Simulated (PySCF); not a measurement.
Species: 2,3-hexanedione, C6H10O2.
Bonds: C1–C2, C2–C3, C3–C4, C4–O5 (double), C4–C6, C6–C7, C6–O8 (double). Hydrogens: H9, H10, H11 on C1; H12, H13 on C2; H14, H15 on C3; H16, H17, H18 on C7.

All values: CAM-B3LYP/def2-SVPD (PySCF, non-relativistic), on one gas-phase PBE0-D3(BJ)/def2-SVP geometry that isn't relaxed in the solvent. The solvent is an IEF-PCM continuum (cavity from Bondi-type radii × 1.2). Only the electrostatic response of the medium enters.

Gas phase at CAM-B3LYP/def2-SVPD: HOMO -8.66 eV, LUMO -1.24 eV, dipole 0.31 D.

Q: What does the continuum do to the energy, the frontier levels and the dipole at CAM-B3LYP/def2-SVPD in methanol and water?

A: 
| solvent | ε | E(solvent) − E(gas) (kcal/mol) | polarisation term (kcal/mol) | distortion of the solute (kcal/mol) | HOMO (eV) | LUMO (eV) | dipole (D) |
| --- | --- | --- | --- | --- | --- | --- | --- |
| methanol | 32.61 | -6.37 | -7.25 | 0.88 | -8.69 | -1.20 | 0.30 |
| water | 78.36 | -6.56 | -7.51 | 0.95 | -8.69 | -1.20 | 0.30 |

The polarisation term is half the interaction of the solute with the surface charges that it induces; the rest is the cost of distorting the solute's density. The sum is the electrostatic part of solvation alone. From methanol to water the lowering changes by a factor 1.03, Onsager's factor (ε − 1)/(2ε + 1) by 1.03 and ε itself by 2.4.

Q: How does the static polarisability (CAM-B3LYP/def2-SVPD, frozen core, with the continuum's full static response) change?

A: 
```json
{"medium": "gas", "isotropic (au)": "77.7", "principal values (au)": "60.4, 80.6, 92.2", "⟨r²⟩ of the electrons (bohr²)": "1344.8"}
{"medium": "methanol", "isotropic (au)": "102.0", "principal values (au)": "82.7, 107.3, 116.1", "⟨r²⟩ of the electrons (bohr²)": "1345.0"}
{"medium": "water", "isotropic (au)": "103.0", "principal values (au)": "83.8, 107.9, 117.4", "⟨r²⟩ of the electrons (bohr²)": "1345.0"}
```

The isotropic value in water is 1.33 times the gas-phase one; no cavity-field correction is applied. ⟨r²⟩ is taken about the centre of nuclear charge.

Time: 46 s of wall time; peak memory 1.3 GiB. Hardware: an Arm Neoverse V2 with one thread, shared host with 32 logical CPUs at a one-minute load of 30. This is the whole response run at CAM-B3LYP/def2-SVPD in water, SCF included.

Conformer computed: `[CH3:1][CH2:2][CH2:3][C:4](=[O:5])[C:6]([CH3:7])=[O:8]`: C1–C2–C3–C4 180°, C2–C3–C4–O5 1°, C3–C4–C6–C7 -178°.
